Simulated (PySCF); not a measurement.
## Computed structure and properties of [ReO2F4]−

System: [ReO2F4]− (singlet); start: displaced along the imaginary mode (C1). Method: PySCF 2.14.0, RKS r2SCAN, Re def2-SVP with ECP60, O def2-SVP, F def2-SVP; non-relativistic Hamiltonian with scalar-relativistic core potentials where named; density fitting; no spin-orbit coupling.

Input of the relaxation:

```python
mol = gto.M(atom='''
Re     0.02645     0.03061     0.08352
O      1.43933    -0.31041     1.02221
O     -0.59074     1.30372     1.07933
F     -0.98667    -1.20906     1.17050
F      1.38680     0.30652    -1.28717
F     -0.82548     1.11585    -1.33199
F     -0.54937    -1.35075    -1.14258''',
    basis={'Re': 'def2-SVP', 'O': 'def2-SVP', 'F': 'def2-SVP'},
    ecp={'Re': 'def2-SVP'},
    charge=-1, spin=0)
mf = dft.RKS(mol, xc='R2SCAN')
mf.grids.atom_grid = (50, 194)
mf = mf.density_fit()  # fitting sets: Re def2-universal-JKFIT, O def2-universal-JKFIT, F def2-universal-JKFIT
mf.conv_tol = 1e-08; mf.max_cycle = 55
mf.kernel(dm0)  # dm0: converged density of the start geometry
# quasi-Newton relaxation in Cartesian coordinates to a largest gradient under 0.00045 Eh/bohr, steps kept in the point group
```

Run from Python with OMP_NUM_THREADS=2; the lines above give its settings. Where DIIS fails, smearing, a level shift and second-order steps follow.
It took 86 s on 2 threads of Arm Neoverse V1, with other jobs on the host, from the converged density of the start.

Course of the relaxation:

```tsv
step	energy above end (eV)	largest force component within the symmetry (eV/Å)
0	0.7943	0.686
1	0.7099	0.404
2	0.5676	0.641
3	0.3925	0.573
4	0.2257	0.338
5	0.0785	0.731
6	0.0475	0.349
7	0.0213	0.143
8	0.0125	0.131
9	0.0033	0.111
10	0.0005	0.096
11	0.0001	0.026
12	0.0000	0.015
13	0.0000	0.003
```

Relaxed geometry (nearly C2v):

```xyz
7

Re    0.0691    0.0343    0.0857
O     1.2799   -0.7855    0.9871
O    -0.0628    1.4884    0.9906
F    -1.3590   -0.8246    0.9813
F     1.2957    0.7657   -1.1556
F    -1.3046    0.6675   -1.1378
F    -0.0182   -1.4594   -1.1576
```

```csv
contact,Å
Re1–O2 (O),1.718
Re1–O3 (O),1.718
Re1–F4 (F),1.892
Re1–F5 (F),1.892
Re1–F6 (F),1.945
Re1–F7 (F),1.945
```

On the finer grid (75, 302):

```yaml
HOMO: -3.15 eV
LUMO: 0.42 eV
Dipole_about_the_centre_of_mass: 1.40 D
Set_of_Mulliken_populations_of_Re1_outside_the_core_potential: s 2.35, p 6.52, d 4.41, f 0.29
D3_BJ_dispersion_energy_not_in_the_energies: -0.036 eV
```

```
atom  Mulliken (e)  Löwdin (e)  spin (e)
 Re1          1.43        0.18      0.00
  O2         -0.40       -0.15      0.00
  O3         -0.40       -0.15      0.00
  F4         -0.38       -0.19      0.00
  F5         -0.38       -0.19      0.00
  F6         -0.43       -0.25      0.00
  F7         -0.43       -0.25      0.00
```

No frequency check is given for this geometry.

Rigid scan of O along the line from its metal:

```json
{"distance to O2 (Å)": "1.42", "energy (eV)": "4.171"}
{"distance to O2 (Å)": "1.52", "energy (eV)": "1.517"}
{"distance to O2 (Å)": "1.62", "energy (eV)": "0.313"}
{"distance to O2 (Å)": "1.72", "energy (eV)": "0.000"}
{"distance to O2 (Å)": "1.82", "energy (eV)": "0.218"}
{"distance to O2 (Å)": "1.92", "energy (eV)": "0.738"}
{"distance to O2 (Å)": "2.02", "energy (eV)": "1.412"}
{"distance to O2 (Å)": "2.17", "energy (eV)": "2.524"}
```

Taking off one F (charge -1, singlet; the rest: singlet) in vacuum, both parts rigid, costs 8.11 eV; the small basis without counterpoise inflates it.

Rigid scan of F along the line from its metal:

distance to F4 (Å), energy (eV) and a bar:
```
     1.59      2.102 ##############
     1.69      0.770 #####
     1.79      0.160 #
     1.89      0.000 
     1.99      0.108 #
     2.09      0.378 ###
     2.29      1.126 ########
     2.59      2.305 ###############
     2.99      3.546 ########################
     3.49      4.499 ##############################
```

One start shape was tried, so this needn't be the lowest isomer.
